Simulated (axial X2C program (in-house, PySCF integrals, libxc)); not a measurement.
**Potential curves of HfC⁺, spin-free**

Calculated with an in-house all-electron X2C program for linear molecules (integrals from PySCF). Spin-free means the one-electron spin-free X2C Hamiltonian. Basis: Hf dyall-cv3z [13s14p9d7f4g], C dyall-v3z [7s6p2d1f] (cores contracted in-house); Gaussian nuclei, density fitting, unrestricted open shells. Masses: Hf 179.947 u, C 12.000 u.

State: M_S = 1/2, Λ = 0 (beyond evenly filled blocks: σα). Energies in cm⁻¹ from the fragments at the same level (Hf+ + C). Fits are polynomials in 1 − R0/R over 0.85 to 1.23 times the lowest point R0.

| R (Å) | PBE0 | M06 | HF |
| --- | --- | --- | --- |
| 1.5390 | -22444 | -16338 | 5373 |
| 1.6098 | -28772 | -22838 | -1088 |
| 1.6629 | -31593 | -25796 | -4094 |
| 1.7159 | -33085 | -27467 | -6024 |
| 1.7690 | -33495 | -28122 | -7407 |
| 1.8309 | -32874 | -27843 | -8578 |
| 1.8928 | -31336 | -26660 | -9300 |
| 1.9724 | -28400 | -24157 | -9596 |
| 2.0697 | -24106 | -20194 | -9097 |
| 2.2112 | -18057 | -14035 | -7055 |

Occupations by symmetry block were frozen at the best pattern of an incomplete PBE0 search. Dissociation energies refer to the lowest single-determinant-based atoms at the same level and basis. PBE0 can misorder states that lie within some tenths of an eV, so this need not be the ground state of the molecule. The nearest other spin-free determinant of the search, M_S = 3/2, Λ = 1, lies 0.49 eV up at the distance of the search. Without a current term, density functionals place determinants with orbital angular momentum somewhat too high. The determinant is spin-polarised beyond a pure state at some levels (its spin-free form has ⟨S²⟩ too high), which makes Re and μ there less reliable.

Fit the PBE0 curve near its minimum: give the equilibrium distance, the harmonic wavenumber and the well depth.

At PBE0, spin-free: Re = 1.765 Å, ωe ≈ 972 cm⁻¹, De = 4.15 eV to Hf+ + C; Be follows as 0.481 cm⁻¹.

What are Re, ωe and De at the M06 level?

At M06, spin-free: Re = 1.783 Å, ωe ≈ 916 cm⁻¹, De = 3.49 eV to Hf+ + C; Be follows as 0.472 cm⁻¹.

Fit the HF curve near its minimum: give the equilibrium distance, the harmonic wavenumber and the well depth.

At HF, spin-free: Re = 1.968 Å, ωe ≈ 554 cm⁻¹, De = 1.19 eV to Hf+ + C; Be follows as 0.387 cm⁻¹.
